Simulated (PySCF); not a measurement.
Cartesian coordinates (Å):
```xyz
5

Zn    -0.0471     0.0348    -0.0671
S     -1.5170     0.6059     1.4400
H     -1.5126     1.9047     1.0403
S      1.4347    -0.5464    -1.5585
H      0.4800    -0.9075    -2.4555
```
Charge 0, multiplicity 1.

Problem. Give the dipole moment, charge on the central atom (meta-Löwdin) and HOMO–LUMO gap at the level TPSSh-D3(BJ)/def2-TZVP // TPSS-D3(BJ)/def2-SVP (PySCF).

Solution. 
```
Property                                    Value
----------------------------------------  -------
dipole moment                              0.95 D
charge on the central atom (meta-Löwdin)   1.09 e
HOMO–LUMO gap                             5.46 eV
```
